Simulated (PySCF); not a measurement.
Calculation: PBE-D3(BJ)/def2-TZVP // PBE-D3(BJ)/def2-SVP (PySCF). Isolated molecules, 0 K electronic values unless said otherwise. One relaxed conformer stands for a flexible species; it need not be the lowest. 

Reference species: [Zn(CH3)(Br)] (neutral, multiplicity 1).

```
Item                  Result
-------------------  -------
HOMO–LUMO gap        5.45 eV
coordination number        2
```

Changed species: [Zn(CH3)2] (0 of 2 CH3 replaced by Br; the reference has 1 of 2 CH3 replaced by Br).

Task: What does the change do to the HOMO–LUMO gap and coordination number?

Result: the HOMO–LUMO gap increases by 0.05 eV, to 5.50 eV; the coordination number is nearly the same.
